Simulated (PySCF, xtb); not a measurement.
C2H6BO3, SMILES COB([O])OC, multiplicity 2.

Geometry optimised at PBE0-D3(BJ)/def2-SVP. The isomer is the one that the SMILES or the coordinates give; other isomers of the formula were not compared. Other conformers were not sampled.

The numbers are results of C-PCM-B3LYP/def2-SVP (PySCF), not measurements.

The values are the electrostatic part of the solvation free energy, E(continuum) − E(gas) at the gas-phase geometry, in a cavity of scaled van der Waals radii (PySCF's table); cavitation and dispersion terms are not included. The dipole moment in vacuum is 2.20 D.

```csv
solvent,ε,ΔG(elec) (kcal/mol),dipole (D)
water,78.36,-3.6,2.62
acetone,20.49,-3.4,2.60
1-octanol,9.86,-3.2,2.58
```

For comparison, GFN2-xTB/ALPB(water) (xtb, at the GFN2-xTB geometry, all terms of that model) gives -6.3 kcal/mol.
